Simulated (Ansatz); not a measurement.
`B/C=C1\O[SiH2]1` + `CCN` → `BNCC` + `C=C1O[SiH2]1` at 600 K and 1 bar (ligand exchange at a B–C bond).

Computed with Ansatz on PBE0-D4/def2-TZVP structures; ΔE is electronic, products minus reactants. CCSD(T)/CBS adds triple-zeta CCSD(T) − MP2 to the extrapolated MP2 energy (def2 sets, frozen cores). Each species was taken in one conformer, which may not be the lowest.

| species | CCSD(T)/CBS energy (Eh) | H − E (kJ/mol) | S (J/(mol·K)) |
| --- | --- | --- | --- |
| `B/C=C1\O[SiH2]1` | -468.09320 | 224.0 | 405.9 |
| `CCN` | -135.01652 | 286.3 | 335.4 |
| `BNCC` | -160.44809 | 329.4 | 380.8 |
| `C=C1O[SiH2]1` | -442.70645 | 180.9 | 354.8 |

H − E and S are ideal-gas, rigid-rotor, harmonic terms from PBE0-D4/def2-TZVP, for one conformer and one mirror image of each species. 1 Eh = 2625.50 kJ/mol, R = 8.31446 J/(mol·K).

Question: By hand: ΔE, ΔH, ΔS and ΔG.

Answer: ΔE = (-160.44809) + (-442.70645) − (-468.09320) − (-135.01652) = -0.04482 Eh = -117.7 kJ/mol. Δ(H − E) = 329.4 + 180.9 − 224.0 − 286.3 = 0.0, so ΔH = -117.7 kJ/mol. ΔS = 380.8 + 354.8 − 405.9 − 335.4 = -5.7 J/(mol·K). ΔG = -117.7 − 600 × (-5.7)/1000 = -114.3 kJ/mol.

Question: By hand: the equilibrium constant, and the temperature at which ΔG would vanish if ΔH and ΔS stayed fixed.

Answer: log₁₀ K = −ΔG/(RT ln 10) = 10.0. ΔG = 0 at ΔH/ΔS = 20649 K, far beyond where these terms or the molecules hold.

The number of gas molecules stays the same, so ΔS is small and ΔH decides. A doubt of 5 kJ/mol in ΔE shifts log₁₀ K by 0.4 here. Other conformers and mirror images would add mixing entropy, several J/(mol·K) or more a flexible species. These are equilibria of isolated gas molecules and say nothing of rates. Largest T1 diagnostic: 0.016 (customary marks: 0.02 for closed shells, 0.045 for open ones).
